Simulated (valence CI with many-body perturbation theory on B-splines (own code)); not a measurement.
# Which ion has this spectrum?

A relativistic CI+MBPT calculation for an atom or ion with 32 electrons gives these levels (eV):

```csv
J,Parity,E,g
0,even,0.00,
1,even,27.25,1.50
2,even,30.28,1.20
2,even,59.82,1.29
0,even,66.69,
2,odd,89.49,1.68
1,odd,100.09,0.96
2,odd,114.85,1.49
3,odd,120.66,1.33
0,odd,126.88,
2,odd,127.81,1.00
1,odd,129.71,1.27
1,odd,134.96,1.45
2,odd,137.23,0.86
```

The energies are calculated, and their last digits are not significant.

Problem. Which is it?
A. Ce26+
B. Nd28+
C. Sm30+
D. Pm29+

Solution. B. Nd28+, ground level (4s^2 4p1/2^2) J=0.
